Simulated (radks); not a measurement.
The numbers below are computed, except where a source is named.
Spherical quantum dot in the effective-mass picture: electrons in a parabolic well V = omega^2 r^2 / 2 with omega = 0.221, all in effective atomic units (hartree* = m*/eps^2 hartree, bohr* = eps/m* bohr), one dielectric constant everywhere. Level of theory: non-relativistic Kohn-Sham, PBEsol, spin-polarised, spherical densities (a radial shooting solver with Libxc functionals). Levels are named by radial order and angular momentum (1s, 1p, 1d, 2s, ...), and open shells are averaged over m. At N = 5 the configuration is 1s2 1p(up 3, down 0). Does electron 6 go into 1p down or 1d up or 1d down?

Answer. Into 1p down. The total energies of the other choices lie higher by 0.0901 hartree* (1d up), 0.134 hartree* (1d down).
